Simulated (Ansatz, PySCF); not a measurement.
System: SbI$_{2}$, net charge 1, singlet state. It need not be the lowest isomer of its formula. 
Geometry from a B3LYP-D3(BJ)/def2-TZVP (Ansatz, an electronic-structure program) optimisation:
SMILES: [Sb+]([I])[I]
```xyz
3

Sb     0.9423     0.4920     0.3032
I     -0.8152     1.2911    -1.5004
I     -0.0916    -1.7645     1.2086
```
Charge +1, spin multiplicity 1.

Total electronic energies in hartree. Correlated levels leave the core frozen unless marked. Spin-orbit coupling is left out. Frozen are the shells of the preceding noble gas and the d and f shells that filled before the atom's block. Past Kr the def2 sets carry scalar-relativistic core potentials. STO-3G rows are all-electron and non-relativistic. CBS marks a two-point X^-3 extrapolation of the correlation energy; Hartree-Fock from the larger set.

The T1 diagnostic of CCSD in the largest basis is 0.025, which is high, so the coupled-cluster rows are less sure than usual.

| level | program | energy (Eh) |
|---|---|---|
| HF/def2-TZVPD | PySCF | -832.38694 |
| r2SCANh/def2-TZVPD | Ansatz | -835.75707 |
| r2SCAN0-D4/def2-TZVPD | Ansatz + dftd4 | -835.70469 |
| M06-2X/def2-TZVPD | PySCF | ? |
| MP2/STO-3G | Ansatz | -19952.67687 |
| MP2/def2-SVPD | Ansatz | -832.64083 |
| MP2/def2-TZVPPD | Ansatz | -832.75674 |
| MP2/CBS(def2-TZVPP,def2-QZVPP) | Ansatz | -832.8431 |
| CCSD(T)/CBS(def2-TZVPP,def2-QZVPP) | Ansatz | -832.8984 |

**Question.** What belongs in the gaps?

**Answer.** 
- M06-2X/def2-TZVPD, energy (Eh): -835.21965
